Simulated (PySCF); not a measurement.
C3H9AlO.
Geometry (PBE0-D3(BJ)/def2-SVP, Å), atoms numbered from 1 in this order:
```
atom  x, y, z in Å
C1    -1.3778   -1.0306    0.1945
C2    -0.6938    0.1076    0.9352
C3    -1.1309    1.4699    0.4214
O4     0.6998    0.0165    0.8677
Al5    2.0022   -0.8504    0.2164
H6    -2.4716   -0.9706    0.3006
H7    -1.1367   -0.9953   -0.8809
H8    -1.0516   -2.0075    0.5839
H9    -0.9776    0.0410    2.0040
H10   -2.2157    1.6119    0.5411
H11   -0.6101    2.2676    0.9704
H12   -0.8835    1.5709   -0.6478
H13    1.7631   -2.1360   -0.6842
H14    3.4363   -0.2904    0.5782
```

Computed with PySCF at CAM-B3LYP/def2-SVPD, non-relativistic, on one gas-phase PBE0-D3(BJ)/def2-SVP geometry that isn't relaxed in the solvent. The solvent is an IEF-PCM continuum (van der Waals radii × 1.2). Only the electrostatic response of the medium enters.

```tsv
medium	total energy (Eh)	HOMO (eV)	LUMO (eV)	dipole (D)
gas phase	-437.122609	-9.228	-0.022	1.101
methanol (ε = 32.61)	-437.129708	-9.178	0.373	1.427
```

**Question.** What is E(solvent) − E(gas) in methanol, in kcal/mol?

**Answer.** -437.129708 − (-437.122609) = -0.007099 Eh = -4.45 kcal/mol.

**Question.** Scale it by Onsager's factor (ε − 1)/(2ε + 1) to chloroform (ε = 4.711), and compare with the calculation.

**Answer.** The factor goes from 0.477 to 0.356, a ratio of 0.746, which gives -3.32 kcal/mol. The calculation gives -3.16 kcal/mol (total energy -437.127649 Eh), so the scaled value is 5.1 % too large in size.

**Question.** Scale the changes of the other columns the same way. What are the values in chloroform?

**Answer.** 
| quantity | scaled | computed | difference |
| --- | --- | --- | --- |
| HOMO (eV) | -9.190 | -9.173 | -0.017 |
| LUMO (eV) | 0.272 | 0.278 | -0.006 |
| dipole (D) | 1.344 | 1.321 | +0.023 |

**Question.** How does each lowering split into the polarisation term (half the interaction with the induced surface charges) and the distortion of the solute's density?

**Answer.** methanol: -5.01 + 0.55 kcal/mol, the distortion taking back 11 % of the polarisation term; chloroform: -3.43 + 0.27 kcal/mol, the distortion taking back 8 % of the polarisation term.

The run took about 50 s of CPU time (one thread, shared machine). This is the whole response run at CAM-B3LYP/def2-SVPD in chloroform, SCF included.
